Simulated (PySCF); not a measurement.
## Peak assignment

Molfile (atoms numbered from 1):
```
C5H9NOSi2
     RDKit          3D

 18 18  0  0  0  0  0  0  0  0999 V2000
    3.6821    0.2047   -0.7232 C   0  0  0  0  0  0  0  0  0  0  0  0
    2.5865    0.2832   -0.2372 C   0  0  0  0  0  0  0  0  0  0  0  0
    1.2869    0.4289    0.3488 C   0  0  0  0  0  0  0  0  0  0  0  0
    1.0888    0.2983    1.5573 O   0  0  0  0  0  0  0  0  0  0  0  0
    0.1725    0.6130   -0.5653 C   0  0  2  0  0  0  0  0  0  0  0  0
   -0.9344    1.4086    0.1323 C   0  0  0  0  0  0  0  0  0  0  0  0
   -1.5216    0.0835    1.3958 Si  0  0  0  0  0  4  0  0  0  0  0  0
   -0.5460   -1.2210   -0.2907 Si  0  0  1  0  0  4  0  0  0  0  0  0
   -1.3254   -1.6181   -1.7856 N   0  0  0  0  0  0  0  0  0  0  0  0
    4.6353    0.1259   -1.1578 H   0  0  0  0  0  0  0  0  0  0  0  0
    0.4582    0.9344   -1.5627 H   0  0  0  0  0  0  0  0  0  0  0  0
   -1.7190    1.6681   -0.5787 H   0  0  0  0  0  0  0  0  0  0  0  0
   -0.5507    2.3411    0.5468 H   0  0  0  0  0  0  0  0  0  0  0  0
   -3.0067   -0.0007    1.3604 H   0  0  0  0  0  0  0  0  0  0  0  0
   -1.1607    0.2193    2.7969 H   0  0  0  0  0  0  0  0  0  0  0  0
    0.5005   -2.2447   -0.2214 H   0  0  0  0  0  0  0  0  0  0  0  0
   -1.6733   -2.5548   -1.9055 H   0  0  0  0  0  0  0  0  0  0  0  0
   -1.9819   -0.9635   -2.1810 H   0  0  0  0  0  0  0  0  0  0  0  0
  1  2  3  0
  2  3  1  0
  3  4  2  0
  3  5  1  0
  5  6  1  0
  6  7  1  0
  7  8  1  0
  8  9  1  0
  8  5  1  0
  1 10  1  0
  5 11  1  6
  6 12  1  0
  6 13  1  0
  7 14  1  0
  7 15  1  0
  8 16  1  1
  9 17  1  0
  9 18  1  0
M  END
```

In vacuum, one computed conformer, equivalent nuclei averaged, relativity neglected. Structure optimised with GFN2-xTB; shielding tensors at PBE0/pcSseg-1 (GIAO); PySCF.

References, each an isolated molecule treated in the same way: 13C (σ = 186.93 ppm) and 1H (σ = 31.72 ppm) vs TMS.

Question: Assign these signals to the numbered atoms. 13C{1H} NMR (computed): δ 194.5, 89.3, 84.1, 69.7, 14.6.

Answer: 
194.5 → C3, carbonyl carbon of an ynone
89.3 → C1, terminal alkyne carbon: sp carbons lie upfield of alkene carbons because the cylindrical π system leaves one tensor component strongly shielded
84.1 → C2, alkyne carbon: sp carbons lie upfield of alkene carbons because the cylindrical π system leaves one tensor component strongly shielded
69.7 → C5, sp3 CH bonded to Si, α to a carbonyl
14.6 → C6, sp3 CH2 bonded to Si

Question: Assign these signals to the numbered atoms. 1H NMR (300 MHz, computed): δ 5.27 (m, 1H), 5.00 (m, 1H), 4.76 (m, 1H), 3.85 (m, 1H), 2.85 (s, 1H), 1.43 (m, 1H), 1.41 (m, 1H), 0.99 (br s, 2H).

Answer: 
| δ (ppm) | atoms | environment | reason |
| --- | --- | --- | --- |
| 5.27 | H15 | hydrogen on a silicon bonded to C, Si, in a 4-membered ring | – |
| 5.00 | H16 | hydrogen on a silicon bonded to C, N, Si, in a 4-membered ring | – |
| 4.76 | H14 | hydrogen on a silicon bonded to C, Si, in a 4-membered ring | – |
| 3.85 | H11 | hydrogen on an sp3 CH bonded to Si, α to a carbonyl | – |
| 2.85 | H10 | hydrogen on a terminal alkyne carbon | it lies on the axis of the triple bond, in its shielding cone |
| 1.43 | H13 | hydrogen on an sp3 CH2 bonded to Si | – |
| 1.41 | H12 | hydrogen on an sp3 CH2 bonded to Si | – |
| 0.99 | H17/H18 | hydrogen on a nitrogen bonded to Si | exchangeable, gas-phase position |

H13 and H12 lie closer than the usual error of such a calculation, so a measured spectrum could show them in the other order.

OH/NH shifts are gas-phase values; hydrogen bonding in solution moves them, usually downfield. Shifts are as computed. Against solution values, carbons near 30 ppm lie about +3 ppm off and those near 130 ppm about +5 ppm. Of 1211 compounds with measured shifts, 218 miss one by over three times the rms of a fit or turn the order of signals round; such compounds aren't used in these exercises. No couplings were computed; multiplicities are counted from neighbouring protons, with m where these are inequivalent, close in shift, in a saturated or five-membered ring or joined by F or P, and br s for small geminal =CH2 splittings.
